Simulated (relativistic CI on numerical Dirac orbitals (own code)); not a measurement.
Spin-allowed bands of a d3 ion in a tetrahedral site, by hand

Problem. Take Δ = 4400 cm⁻¹ and B = 920 cm⁻¹ for a d3 ion in a tetrahedral site. Calculate the three spin-allowed bands.

Working.
1. The terms of highest spin are 4F (energy 0) and 4P (15B = 13800 cm⁻¹). Here the F term splits into A2 at +1.2Δ = 5280, T2 at +0.2Δ = 880 and T1 at −0.6Δ = -2640 cm⁻¹.
2. The two T1 states mix through the element 0.4Δ: H = [[-2640, 1760], [1760, 13800]], with roots ½(H₁₁ + H₂₂) ∓ ½√[(H₂₂ − H₁₁)² + 4H₁₂²] = ½(11160) ∓ ½(16813) = -2826 and 13986 cm⁻¹.
3. The ground term is 4T1 at -2826 cm⁻¹.
4. Bands: 4T2 3706 cm⁻¹ (2698 nm), 4A2 8106 cm⁻¹ (1234 nm), 4T1(P) 16813 cm⁻¹ (595 nm).

Check. Exact diagonalisation of the whole d3 shell with these parameters gives 4T2 3706, 4A2 8106, 4T1 16813 cm⁻¹. The match is exact, since without spin-orbit coupling no other term has this spin. The ratio of the second band to the first, 2.187, depends on Δ/B = 4.8 alone, which is how a Tanabe-Sugano diagram is read.
